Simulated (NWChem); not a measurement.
GaH₂O₂Br; SMILES [OH][Ga]([OH])[Br]

```xyz
6

Ga    -0.0095     0.7604     0.0000
Br     0.0780    -1.5260     0.0000
O     -1.6090     1.5626     0.0000
H     -1.4949     2.5326     0.0000
O      1.4692     1.7800     0.0000
H      2.2775     1.2333     0.0000
```
Atoms are numbered in this order, from 1.

Level: PBE-D3(BJ)/def2-SVP (NWChem), optimised geometry, unscaled harmonic frequencies. This build's default masses of Se (78.918 u) and Br (79.917 u) are each other's, which moves their modes by up to 0.6 %.

Question: List the harmonic frequencies with IR intensities, and the thermochemistry.

Answer: 
```
frequency (cm⁻¹)  IR intensity (km/mol)
----------------  ---------------------
123                                 5.3
159                                11.1
165                                18.6
299                                27.8
310                               193.0
340                                 3.0
664                                58.2
714                                91.6
819                                59.4
853                               112.5
3715                               74.2
3728                               61.0
```

```json
{
 "zero_point_energy": "17.0 kcal/mol",
 "thermal correction to the enthalpy at 298.15 K (with zero-point energy)": "21.6 kcal/mol",
 "heat capacity Cv": "19.5 cal/(mol K)",
 "entropy at 298.15 K and 1 atm (symmetry number 1)": "82.3 cal/(mol K)",
 "dipole_moment": "1.63 D"
}
```

Rigid rotor and harmonic oscillator.
